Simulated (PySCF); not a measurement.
`CC(=O)O[Si@H](N)OC(C)C`: 4 charge schemes on one density

Species: C5H13NO3Si.
Geometry (GFN2-xTB, Å), atoms numbered from 1 in this order:
```xyz
23
C5H13NO3Si angstrom
C      3.679   -1.101   -0.409
C      2.838    0.145   -0.517
O      3.285    1.261   -0.591
O      1.545   -0.120   -0.526
Si     0.354    1.034   -0.734
N      0.588    2.159    0.549
O     -1.061    0.279   -0.702
C     -1.739   -0.425    0.317
C     -2.710   -1.396   -0.348
C     -2.466    0.560    1.227
H      4.732   -0.838   -0.382
H      3.477   -1.740   -1.266
H      3.403   -1.645    0.491
H      0.372    1.465   -2.121
H      1.531    2.497    0.675
H     -0.065    2.920    0.649
H     -1.008   -0.992    0.907
H     -2.170   -2.053   -1.024
H     -3.450   -0.844   -0.921
H     -3.214   -1.996    0.405
H     -3.037    0.024    1.981
H     -3.141    1.171    0.634
H     -1.745    1.209    1.715
```

Density: PBE0/pcSseg-1 (PySCF); schemes: Mulliken, IAO, Hirshfeld and ESP-fitted. The structure is a single GFN2-xTB conformer in the gas phase; no vibrational or solvent corrections.

Problem. Which atoms carry the lowest charge in the Mulliken, IAO, Hirshfeld and ESP-fitted schemes?

Solution. All schemes agree: Mulliken N6 (-0.643); IAO N6 (-0.863); Hirshfeld N6 (-0.318); ESP-fitted N6 (-1.024).

Problem. At which atom do the 4 schemes differ most?

Solution. At Si5: from +0.477 (Hirshfeld) to +1.393 e (IAO), 0.916 e apart.

Problem. What partial charge does each atom carry?

Solution. In e:

```
atom                               environment  Mulliken     IAO  Hirshfeld  ESP-fitted
  C1          methyl carbon next to a carbonyl    -0.241  -0.475     -0.122      -0.685
  C2                           carbonyl carbon    +0.395  +0.544     +0.227      +0.965
  O3                           carbonyl oxygen    -0.424  -0.473     -0.260      -0.611
  O4  oxygen singly bound to a carbonyl carbon    -0.578  -0.596     -0.190      -0.550
 Si5                      oxygen-bound silicon    +1.130  +1.393     +0.477      +0.902
  N6                    silicon-bound nitrogen    -0.643  -0.863     -0.318      -1.024
  O7                        silyl ether oxygen    -0.617  -0.646     -0.214      -0.498
  C8                sp3 carbon bound to oxygen    -0.031  +0.113     +0.061      +0.583
  C9                             methyl carbon    -0.216  -0.424     -0.124      -0.699
 C10                             methyl carbon    -0.245  -0.433     -0.128      -0.535
 H11                           methyl hydrogen    +0.138  +0.167     +0.054      +0.179
 H12                           methyl hydrogen    +0.144  +0.172     +0.058      +0.184
 H13                           methyl hydrogen    +0.142  +0.171     +0.057      +0.193
 H14                             Si–H hydrogen    -0.141  -0.181     -0.089      -0.153
 H15                              N–H hydrogen    +0.210  +0.281     +0.110      +0.403
 H16                              N–H hydrogen    +0.194  +0.266     +0.120      +0.387
 H17                          methine hydrogen    +0.107  +0.122     +0.036      +0.011
 H18                           methyl hydrogen    +0.121  +0.149     +0.042      +0.174
 H19                           methyl hydrogen    +0.111  +0.144     +0.041      +0.186
 H20                           methyl hydrogen    +0.106  +0.140     +0.044      +0.174
 H21                           methyl hydrogen    +0.111  +0.142     +0.045      +0.129
 H22                           methyl hydrogen    +0.108  +0.141     +0.039      +0.154
 H23                           methyl hydrogen    +0.122  +0.146     +0.035      +0.131
```

Mean size of the charges over all atoms: ESP-fitted 0.413 e, IAO 0.356 e, Mulliken 0.273 e, Hirshfeld 0.126 e. Each set sums to the total charge, 0, to within 0.001 e. The ESP scheme is a least-squares fit of atom-centred charges to the potential on four shells outside the van der Waals surface, with the total charge fixed.

Problem. Sum the charges by element, for elements with more than one atom.

Solution. 
```json
{"element": "C", "atoms": "5", "Mulliken": "-0.339", "IAO": "-0.676", "Hirshfeld": "-0.086", "ESP-fitted": "-0.372"}
{"element": "O", "atoms": "3", "Mulliken": "-1.619", "IAO": "-1.715", "Hirshfeld": "-0.665", "ESP-fitted": "-1.659"}
{"element": "H", "atoms": "13", "Mulliken": "+1.472", "IAO": "+1.861", "Hirshfeld": "+0.592", "ESP-fitted": "+2.153"}
```

Problem. How closely do the schemes follow one another over all atoms?

Solution. Correlation coefficient and root-mean-square difference: IAO with Hirshfeld 0.99, 0.303 e; Mulliken with IAO 0.99, 0.117 e; Mulliken with Hirshfeld 0.98, 0.211 e; Hirshfeld with ESP-fitted 0.93, 0.357 e; IAO with ESP-fitted 0.92, 0.196 e; Mulliken with ESP-fitted 0.87, 0.261 e.

These values come from a run that also computed NMR shieldings. The run took 3.1 min of wall time (grids of density and orbitals included) on an Intel Xeon at 2.50 GHz with one thread, no GPU, shared host with 64 logical CPUs at a one-minute load of 58, and the process peaked at 1.1 GiB of memory.
